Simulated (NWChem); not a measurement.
System: C$_{2}$H$_{6}$AlN; SMILES C=[CH][AlH][NH2]

The following NWChem deck was run.

```
start job
memory heap 200 mb stack 900 mb global 1100 mb
geometry units angstroms
  Al    -0.125912     0.114536     0.597263
  H     -0.853279    -0.930911     1.464488
  C      0.177463    -0.447356    -1.278976
  C     -0.277785    -1.662906    -1.582738
  H      0.667191     0.122410    -2.070061
  H     -0.193143    -2.120131    -2.561074
  H     -0.771634    -2.265904    -0.827855
  N      0.340591     1.651151     1.356901
  H      0.164957     1.895336     2.325662
  H      0.818909     2.434263     0.925160
end
basis spherical
  * library 6-31g*
end
dft
  xc b3lyp
  iterations 150
end
driver
  maxiter 120
end
task dft optimize
task dft freq
```

The level has its own optimisation; frequencies are unscaled.

**Question.** Give the results of this calculation. (B3LYP/6-31G* (spherical d).) Quantities: r Al–H (Å); r Al–C (Å); r Al–N (Å); r C–C (Å); highest harmonic frequency (cm⁻¹); lowest (cm⁻¹); zero-point energy (kcal/mol); dipole (D).

**Answer.** 
```
Property                           Value
---------------------------------  -----
r Al–H (Å)                         1.588
r Al–C (Å)                         1.948
r Al–N (Å)                         1.784
r C–C (Å)                          1.344
highest harmonic frequency (cm⁻¹)   3657
lowest (cm⁻¹)                         71
zero-point energy (kcal/mol)        46.7
dipole (D)                          1.20
```
